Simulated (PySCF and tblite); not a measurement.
The numbers below are computed, except where a source is named.
C8H14, numbered as in [CH3:1]/[CH:2]=[CH:3]/[CH2:4][CH2:5]/[CH:6]=[CH:7]/[CH3:8].

First level. Search: ETKDG and KDG, MMFF94s, GFN2-xTB, 200 starts; geometries at GFN2-xTB. Energies: PBE0-D3(BJ)/pcSseg-1, with GFN2-xTB thermal terms (modes under about 100 cm⁻¹ blended into free rotors). Symmetry numbers and mirror images are counted. Conformers within 2.5 kcal/mol (GFN2-xTB free energy) were kept, 7 at most. GIAO shieldings: PBE0/pcSseg-1. Shifts are against TMS (¹H), TMS (¹³C) at the same level. Programs: PySCF with density fitting and tblite.

It gives, at 298.15 K, with 7 conformers (largest weight 35 %): ¹H: 5.77 (H3/H6, 2H), 5.74 (H2/H7, 2H), 2.08 (H4/H5, 4H), 1.81 (H1/H8, 6H) ppm. ¹³C: 139.3 (C3/C6), 133.4 (C2/C7), 38.5 (C4/C5), 22.2 (C1/C8) ppm.

Second level: GFN2-xTB geometries, energies OPBE-D3(BJ)/6-311G** (IEF-PCM, methanol), shieldings B97-2/pcSseg-1 (IEF-PCM, methanol), on up to 7 of the same conformers.

Problem. How do the averaged shifts change?

Solution. 
```json
{"signal": "H1/H8", "first": "1.81", "second": "1.86", "change (ppm)": "0.04"}
{"signal": "H2/H7", "first": "5.74", "second": "5.80", "change (ppm)": "0.06"}
{"signal": "H3/H6", "first": "5.77", "second": "5.79", "change (ppm)": "0.02"}
{"signal": "H4/H5", "first": "2.08", "second": "2.14", "change (ppm)": "0.05"}
{"signal": "C1/C8", "first": "22.2", "second": "22.5", "change (ppm)": "0.3"}
{"signal": "C2/C7", "first": "133.4", "second": "132.0", "change (ppm)": "-1.4"}
{"signal": "C3/C6", "first": "139.3", "second": "137.4", "change (ppm)": "-1.9"}
{"signal": "C4/C5", "first": "38.5", "second": "38.4", "change (ppm)": "-0.1"}
```

The largest weight becomes 31 %.

Shifts are unscaled: against experiment ¹³C can be off by 15 ppm or more and ¹H by 0.8 ppm. For its torsions the set is small; conformers may be missing.
